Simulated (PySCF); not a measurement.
As2H6Si. Atoms are numbered in the order given.

```xyz
9

Si     0.0000     0.0000     1.0297
As     2.0022     0.0000    -0.2075
As    -2.0022     0.0000    -0.2075
H      0.0000    -1.2098     1.9040
H      0.0000     1.2098     1.9040
H      1.5098     1.1013    -1.1319
H      1.5098    -1.1013    -1.1319
H     -1.5098    -1.1013    -1.1319
H     -1.5098     1.1013    -1.1319
```

Geometry optimised at ωB97X-D3(BJ)/def2-SVP. This is a generated structure with no PubChem entry under its InChIKey; it may be hypothetical.

Level of theory: B3LYP/pcSseg-1 (PySCF).

GIAO shieldings, no solvent; atoms alike by connectivity are averaged. δ = σ(ref) − σ: ²⁹Si against TMS (σ = 338.7 ppm); ⁷⁵As against AsH3 (σ = 1863.6 ppm); ¹H against TMS (σ = 31.68 ppm), references at their B3LYP-D3(BJ)/def2-TZVP geometries, non-relativistic.

### Question
Estimate the chemical shifts. (An estimate is asked for; the answer gives what the named calculation found.)

### Answer

| nucleus | atoms | count | δ (ppm) |
|---|---|---|---|
| ²⁹Si | Si1 | 1 | -45.9 |
| ⁷⁵As | As2, As3 | 2 | 122.1 |
| ¹H | H4, H5 | 2 | 4.53 |
| ¹H | H6, H7, H8, H9 | 4 | 2.28 |
